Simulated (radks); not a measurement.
All-electron atom: Si III in [Ne] 3s2.

Calculated with a radial shooting solver on a logarithmic mesh with Libxc functionals: non-relativistic Kohn-Sham, LDA (Slater exchange, Perdew-Wang correlation), spin-polarised, spherical densities, point nucleus; hard spherical wall at 7 bohr.

Energy parts (eV):
| part | energy |
|---|---|
| total | -7818.196 |
| kinetic | 7800.160 |
| electron-nucleus | -18415.721 |
| Hartree | 3315.272 |
| exchange-correlation | -517.908 |

Orbitals (lengths in bohr, moments of r in powers of bohr):
1s: occ. 2; eigenvalue (eV) -1795.704; <r^4> 0.0007359
2s: occ. 2; eigenvalue (eV) -159.4179; <r^4> 0.2822
2p: occ. 6; eigenvalue (eV) -117.0172; <r^4> 0.2960
3s: occ. 2; eigenvalue (eV) -28.5958; <r^4> 29.94
3p: occ. 0; eigenvalue (eV) -20.6554; <r^4> 51.63
3d: occ. 0; eigenvalue (eV) -10.6563; <r^4> 129.8
4s: occ. 0; eigenvalue (eV) -8.5810; <r^4> 367.2

The highest occupied level is 3s at -28.596 eV. The density falls to 0.001 e/bohr^3 at r = 3.43 bohr.
